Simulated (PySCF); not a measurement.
# Working out the ionisation energy of P⁺

P⁺ [Ne] 3s2 3p2 (3P) → P²⁺ [Ne] 3s2 3p1 (2P). Computed with PySCF 2.14 in aug-cc-pV(T+d)Z (6s5p4d2f, 55 functions), with the non-relativistic Hamiltonian (point nucleus). Frozen: [Ne]. Energies in hartree (1 hartree = 27.21139 eV):

```json
{"part": "UHF", "P⁺ (lower)": "-340.352275", "P²⁺ (upper)": "-339.648052"}
{"part": "MP2 opposite-spin", "P⁺ (lower)": "-0.052271", "P²⁺ (upper)": "-0.043321"}
{"part": "MP2 same-spin", "P⁺ (lower)": "-0.010614", "P²⁺ (upper)": "-0.002939"}
```

Question: What does Hartree-Fock give?

Answer: (-339.648052) − (-340.352275) = 0.704223 hartree = 19.163 eV.

Question: What do MP2 and SCS-MP2 (6/5 opposite-spin, 1/3 same-spin) give?

Answer: The opposite-spin parts differ by 0.244 eV and the same-spin parts by 0.209 eV. MP2: 19.163 + (0.244) + (0.209) = 19.616 eV. SCS-MP2: 19.163 + 1.2 × (0.244) + (0.209)/3 = 19.525 eV.

A first-order spin-orbit estimate adds -0.007 eV to MP2 (valence), giving 19.609 eV against 19.769 eV (semi-empirical (NIST evaluation); NIST Atomic Spectra Database, ionization energies).

What remains against the reference includes basis incompleteness, the frozen core and correlation beyond second order.
